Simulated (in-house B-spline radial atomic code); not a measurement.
RPA and G0W0 on BLYP: Ge V (Ge4+)

Configuration [Ar] 3d10, mean-field start BLYP. Computed with an all-electron radial atomic-structure program (B-spline basis): all electrons, scalar-relativistic (spin-free one-electron X2C), finite nucleus, each spin shell either full or empty, empty states to l = 9 with an (l + 1/2)⁻⁴ tail; G0W0 by contour deformation at full frequency.

Command:
```bash
python run_gw.py task.json out
```
Settings (radii: box in bohr, nucleus in fm):
```
Z                        32
electrons                28
configuration            [Ar] 3d10
hamiltonian              x2c
method                   b88,lyp
lmax                     9
rms_radius               4.0742
spin_polarised           False
box_radius               11.96
intervals                68
```

Cost of the run: 2.6 s on 1 thread of Arm Neoverse N1, on a shared host.

Energies (hartree):

| term | value |
| --- | --- |
| mean-field total | -2095.04962 |
| Hartree-Fock functional on these orbitals | -2093.43213 |
| direct second order | -2.522 |
| second-order exchange | 0.72735 |
| SOSEX correction | 0.66427 |

Problem. What is the RPA correlation energy, and what remains with SOSEX?

Solution. RPA gives -2.152 hartree (-2.09 eV per electron); RPA + SOSEX gives -1.4877, and the second-order doubles -1.7947 hartree (no singles). SOSEX takes back 31 % of the RPA value.

Quasi-particle levels (eV):

```tsv
level	occupied	mean field	Σx - vxc	Σc	QP weight	G0W0
3d	yes	-77.98	-15.63	?	?	?
4s	no	-52.79	8.27	-1.51	0.986	-46.03
```

G0W0 = mean field + (Σx - vxc) + Σc, with Σc (partial-wave tail included) taken at the quasi-particle energy. Only the outer levels were computed. Levels of low weight are left out.

Problem. Where does G0W0 put 3d?

Solution. At -90.90 eV, with Σc = 2.72 eV and a quasi-particle weight of 0.933. The tabulated removal energy is 90.5 ± 0.019 eV (NIST, measured); the calculation leaves out spin-orbit coupling, Breit and QED terms, and what these don't explain is the method's own error.
